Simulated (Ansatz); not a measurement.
```yaml
crystal:
  periodic: [true, true, true]
  atoms:
    - {symbol: Si, position_ang: [-0.493321, 0.904974, -0.752896]}
    - {symbol: C, position_ang: [0.326393, -0.645048, -0.106496]}
    - {symbol: C, position_ang: [0.442887, -0.960599, 1.307319]}
    - {symbol: N, position_ang: [1.516090, -0.495381, 0.892457]}
    - {symbol: H, position_ang: [-1.833969, 0.573222, -1.308825]}
    - {symbol: H, position_ang: [-0.647884, 1.871308, 0.365692]}
    - {symbol: H, position_ang: [0.319871, 1.521054, -1.834381]}
    - {symbol: H, position_ang: [0.447261, -1.474664, -0.804340]}
    - {symbol: H, position_ang: [0.011172, -1.341167, 2.224469]}
basis:
  gaussian: {orbitals: cc-pVTZ}
hamiltonian: {xc: {name: CAM-B3LYP}, dispersion: d4}
```

```sh
$ ansatz run in.yaml --threads 2 --pin off --events-out ev --progress --plain --max-ram 4352MiB
```

Problem. How does Ansatz answer? (An estimate is asked.)

Solution. The calculation gave: The input was rejected before any iteration.
```
Error: YAML parse error: error: line 2 column 3: crystal: missing field `lattice` (a structure is typed as `lattice` and `atoms`, a molecule's as `atoms` in Å alone, or read from a run's directory, `checkpoint`)
 --> <input>:2:3
1 | crystal:
2 |   periodic: [true, true, true]
3 |   atoms:
4 |     - {symbol: Si, position_ang: [-0.493321, 0.904974, -0.752896]}
```
